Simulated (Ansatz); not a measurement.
C5H11O3 (SMILES COCCOCC[O]), doublet, at a GFN2-xTB geometry. Base run: BLYP/6-31G in Ansatz (a first-principles code).

Ansatz was given this input:
Ansatz 0.2 input:
```yaml
crystal:
  periodic: [false, false, false]
  atoms:
    - {symbol: C, position_ang: [-3.40177845, 0.90672999, -0.37893972]}
    - {symbol: O, position_ang: [-2.12115153, 0.59172966, 0.10534485]}
    - {symbol: C, position_ang: [-1.78222557, -0.76143086, -0.06980004]}
    - {symbol: C, position_ang: [-0.33836241, -0.96057827, 0.37538620]}
    - {symbol: O, position_ang: [0.52102439, -0.61830595, -0.68747809]}
    - {symbol: C, position_ang: [1.86416185, -0.60137980, -0.38302005]}
    - {symbol: C, position_ang: [2.31515922, 0.76383615, 0.33657603]}
    - {symbol: O, position_ang: [3.55481704, 0.69515998, 0.71951132]}
    - {symbol: H, position_ang: [-4.17595493, 0.32714022, 0.13946038]}
    - {symbol: H, position_ang: [-3.47866538, 0.71360167, -1.45561399]}
    - {symbol: H, position_ang: [-3.55256777, 1.96670747, -0.18796497]}
    - {symbol: H, position_ang: [-2.44909425, -1.40112506, 0.52971107]}
    - {symbol: H, position_ang: [-1.87391914, -1.05043051, -1.12668542]}
    - {symbol: H, position_ang: [-0.16562595, -2.00378920, 0.67605209]}
    - {symbol: H, position_ang: [-0.15060637, -0.30825395, 1.24119231]}
    - {symbol: H, position_ang: [2.41397724, -0.63595951, -1.32511826]}
    - {symbol: H, position_ang: [2.17052871, -1.42648804, 0.27032640]}
    - {symbol: H, position_ang: [2.06991292, 1.60052107, -0.34616327]}
    - {symbol: H, position_ang: [1.61276782, 0.78634306, 1.20456465]}
basis:
  gaussian:
    orbitals: 6-31G
hamiltonian:
  xc: blyp
magnetization: {spin_polarized: true, initial_magnetization: 1}
```

The base run was repeated with changes; each row names its change, and settings that it needs were set with it.

```tsv
change	ΔE vs base (µEh)
base	0.0
final_grid = 4, 8, 17	402
point_charge = charge:-1.0 position_ang:-4.9011, -3.5297, -4.1906	-7084
lower_state_search = off	0.0
lower_state_search = full	0.0
final_grid = 14, 28, 59	0.8
fitting.mean_field = cc-pVTZ-JKFIT	-119
accuracy = high	21.7
nuclear_model = gaussian	53.8
point_charge = charge:0.5 position_ang:-5.1085, -3.7585, -3.7399	2684
fitting.mean_field = def2-universal-JKFIT	-177
```
